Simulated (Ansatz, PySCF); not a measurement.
Species: P$_{2}$H (charge +1, singlet). It need not be the lowest isomer of its formula. 
Structure (B3LYP-D3(BJ)/def2-TZVP (Ansatz, a first-principles code) minimum search):
SMILES: [PH+]#P
```xyz
3

P      0.0000     0.0000    -1.0117
P      0.0000     0.0000     0.8600
H      0.0000     0.0000     2.2752
```
Charge +1, spin multiplicity 1.

Total electronic energies in hartree. Valence correlation only, unless marked. Spin-orbit coupling is left out. No relativistic terms. CBS marks a two-point X^-3 extrapolation of the correlation energy; Hartree-Fock from the larger set (for Q and 5 zeta extrapolated as (X+1)exp(-9√X)).

The Hartree-Fock reference is unstable (checked in the largest basis), which strains HF and MP2. 

| level | program | energy (Eh) |
|---|---|---|
| HF/CBS(cc-pV(Q+d)Z,cc-pV(5+d)Z) | Ansatz | -681.7355 |
| M06-L-D4/def2-TZVPD | PySCF + dftd4 | -682.94623 |
| PBE0/def2-TZVP | Ansatz | -682.68668 |
| PBE-QIDH/def2-TZVPD | Ansatz | -682.50866 |
| MP2/CBS(def2-TZVPPD,def2-QZVPPD) | Ansatz | -682.0491 |
| SCS-MP2/aug-cc-pV(Q+d)Z | Ansatz | -682.03845 |
| CCSD/def2-TZVPP | Ansatz | -682.01663 |
| CCSD/def2-QZVPPD | Ansatz | -682.05113 |
| CCSD(T)/CBS(cc-pV(Q+d)Z,cc-pV(5+d)Z) | Ansatz | -682.0865 |

Totals of different functionals don't rank their quality; only differences between species are comparable.
